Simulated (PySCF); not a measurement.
## Molecular orbitals of LiSe

PBE at R = 2.273 Å; Li def2-SVP, Se def2-SVP; no relativity (PySCF 2.14). State: ²Π (doublet), unpaired electrons π ↑. Only the outer orbitals are listed, counted within each symmetry.

| spin | orbital | occ. | ε (eV) | on Li (%) | main shells (%) |
| --- | --- | --- | --- | --- | --- |
| α | 8σ | 1 | -14.63 | 2 | 98 Se s |
| α | 4π | 1 | -5.41 | 4 | 96 Se p |
| α | 9σ | 1 | -5.07 | 13 | 86 Se p, 9 Li s |
| α | 4π | 1 | -4.34 | 7 | 93 Se p |
| α | 10σ | 0 | -1.86 | 98 | 79 Li s, 19 Li p |
| α | 5π | 0 | 0.22 | 95 | 95 Li p |
| α | 5π | 0 | 0.36 | 93 | 93 Li p |
| β | 8σ | 1 | -13.85 | 2 | 97 Se s |
| β | 9σ | 1 | -4.75 | 15 | 84 Se p, 10 Li s |
| β | 4π | 1 | -4.02 | 8 | 92 Se p, 8 Li p |
| β | 4π | 0 | -3.89 | 8 | 92 Se p, 8 Li p |
| β | 10σ | 0 | -1.82 | 98 | 77 Li s, 21 Li p |
| β | 5π | 0 | 0.35 | 91 | 91 Li p |

Problem. Which are the highest filled and the lowest empty level, where do they sit, and how wide is the gap?

Solution. Highest filled β 4π at -4.02 eV (in %: 92 Se p, 8 Li p); lowest empty β 4π at -3.89 eV (in %: 92 Se p, 8 Li p); the gap at PBE is 0.13 eV. Both belong to one degenerate shell, split only by its one-sided filling, so this is no excitation gap.

* bond order (Mayer): 0.90
* ⟨S²⟩: 0.752
* charge on Li (Mulliken, basis-dependent): 0.49
* charge on Li (Löwdin, basis-dependent): 0.28
* dipole moment (positive dipole means Li(−)Se(+)): -6.48 D
* polarisability along the bond: 52.8 bohr³
* polarisability across the bond: 30.0 bohr³

Spin–orbit coupling is left out. The state was picked by a PBE0 search and need not be the measured ground state.
